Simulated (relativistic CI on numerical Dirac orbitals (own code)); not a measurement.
**Judd-Ofelt analysis for Gd⁴⁺**

Method of calculation: Dirac-Coulomb-Breit CI, orbitals from a KLI potential per configuration, model QED (radiative potential, 1s self-energy scaled to tabulated hydrogen-like ionisation energies), unscaled Slater integrals (own radial code, finite nucleus).

Configuration 4f6 alone, in intermediate coupling. Take Ω₂ = 6.94, Ω₄ = 4.51, Ω₆ = 3.38 (10⁻²⁰ cm²) and refractive index n = 1.69 as given. A_ED = 64π⁴e²ν³ n(n² + 2)²/[27h(2J + 1)] Σ Ω_λ |U^λ|², in Gaussian units with ν in cm⁻¹, and A_MD is n³ times the free-ion magnetic-dipole rate; a dash marks a rate that is forbidden or under 2 % of the level's free-ion decay.

Emitting level 5D_3 at 30097 cm⁻¹ (radiative decay alone: multiphonon quenching in a host is left out, and the level can lie too high or too low):

```tsv
To	ν (cm⁻¹)	U² squared	U⁴ squared	U⁶ squared	Free-ion A(M1) (s⁻¹)
7F_0	30097	0.0000	0.0000	0.0000	-
7F_1	29641	0.0005	0.0012	0.0000	-
7F_2	28838	0.0003	0.0021	0.0000	-
7F_3	27799	0.0010	0.0005	0.0001	-
7F_4	26610	0.0040	0.0003	0.0000	15.9
7F_5	25332	0.0002	0.0014	0.0000	-
7F_6	24008	0.0000	0.0000	0.0000	-
5D_0	8543	0.0000	0.0000	0.0000	-
5D_1	6518	0.0174	0.0059	0.0000	-
5D_2	3546	0.0318	0.0140	0.0000	2.05
```

Task: Give the rates, branching ratios and the radiative lifetime.

Result: The rates are:

```json
{"To": "7F_0", "λ (nm)": "332", "A_ED (s⁻¹)": "0", "A_MD (s⁻¹)": "0", "β (%)": "0.0"}
{"To": "7F_1", "λ (nm)": "337", "A_ED (s⁻¹)": "104", "A_MD (s⁻¹)": "0", "β (%)": "14.1"}
{"To": "7F_2", "λ (nm)": "347", "A_ED (s⁻¹)": "122", "A_MD (s⁻¹)": "0", "β (%)": "16.5"}
{"To": "7F_3", "λ (nm)": "360", "A_ED (s⁻¹)": "94.5", "A_MD (s⁻¹)": "0", "β (%)": "12.8"}
{"To": "7F_4", "λ (nm)": "376", "A_ED (s⁻¹)": "251", "A_MD (s⁻¹)": "76.9", "β (%)": "44.4"}
{"To": "7F_5", "λ (nm)": "395", "A_ED (s⁻¹)": "55.8", "A_MD (s⁻¹)": "0", "β (%)": "7.6"}
{"To": "7F_6", "λ (nm)": "417", "A_ED (s⁻¹)": "0", "A_MD (s⁻¹)": "0", "β (%)": "0.0"}
{"To": "5D_0", "λ (nm)": "1170", "A_ED (s⁻¹)": "0", "A_MD (s⁻¹)": "0", "β (%)": "0.0"}
{"To": "5D_1", "λ (nm)": "1534", "A_ED (s⁻¹)": "18.7", "A_MD (s⁻¹)": "0", "β (%)": "2.5"}
{"To": "5D_2", "λ (nm)": "2820", "A_ED (s⁻¹)": "5.79", "A_MD (s⁻¹)": "9.88", "β (%)": "2.1"}
```

τ_rad = 1.35e-03 s. Computed level positions enter as ν³, so measured ones would change the rates. For the strongest line (376 nm) and an assumed effective width Δλ = 4.2 nm (300 cm⁻¹), the Füchtbauer-Ladenburg formula σ = λ⁴A/(8πcn²Δλ) gives a peak emission cross-section of 0.072 × 10⁻²⁰ cm².
